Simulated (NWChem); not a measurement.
# CH$_{5}$CuO; SMILES [OH2]->[Cu][CH3]

```xyz
8

Cu    -0.0003    -0.1189    -0.0092
C      0.0000    -2.0118     0.0074
H      0.8528    -2.4143    -0.5668
H     -0.9237    -2.4140    -0.4441
H      0.0708    -2.4117     1.0338
O     -0.0006     1.8738     0.0014
H      0.7696     2.2384     0.4565
H     -0.7695     2.2383     0.4588
```
Atoms are numbered in this order, from 1.

The geometry was optimised at PBE0/def2-SVP.

**Question.** Give the principal values of the shielding tensors (ppm) of Cu1, C2, O6 from Hartree-Fock/6-31G* (spherical d), GIAO (NWChem), with their diamagnetic and paramagnetic parts as GIAO splits them.

**Answer.** 
| atom | σ11 | σ22 | σ33 | isotropic | diamagnetic | paramagnetic |
|---|---|---|---|---|---|---|
| Cu1 | -286.0 | -281.5 | 2422.1 | 618.2 | 2395.4 | -1777.1 |
| C2 | 209.0 | 230.6 | 232.6 | 224.0 | 249.1 | -25.0 |
| O6 | 319.1 | 339.5 | 402.0 | 353.5 | 393.2 | -39.7 |
